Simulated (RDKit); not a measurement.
Input file for RDKit: MMFF94 on HISSi (SMILES S[Si]I), a point of a torsion scan.

```python
from rdkit import Chem
from rdkit.Chem import AllChem, rdDetermineBonds

blocks = [
'''4

S    -1.34519807    0.36345477    0.41423114
Si    0.63645562    1.06488309   -0.18198987
I     0.75797407    0.37127126   -2.58352845
H    -1.45641556   -0.67926220   -0.39754422
''',
]
mol = None
for b in blocks:
    f = Chem.MolFromXYZBlock(b)
    rdDetermineBonds.DetermineBonds(f, charge=0)
    mol = f if mol is None else Chem.CombineMols(mol, f)
Chem.SanitizeMol(mol)
print(Chem.MolToSmiles(Chem.RemoveHs(mol)))
ff = AllChem.MMFFGetMoleculeForceField(mol, AllChem.MMFFGetMoleculeProperties(mol), nonBondedThresh=100.0, ignoreInterfragInteractions=False)
e = ff.CalcEnergy()
print(f'MMFF94 energy {e:.6f} kcal/mol')
```

Output:

```
[H]/[S+]=[Si-]\I
MMFF94 energy -3.055764 kcal/mol
```

The run finished.

Cost: about 0.010 core-seconds (a rough figure).
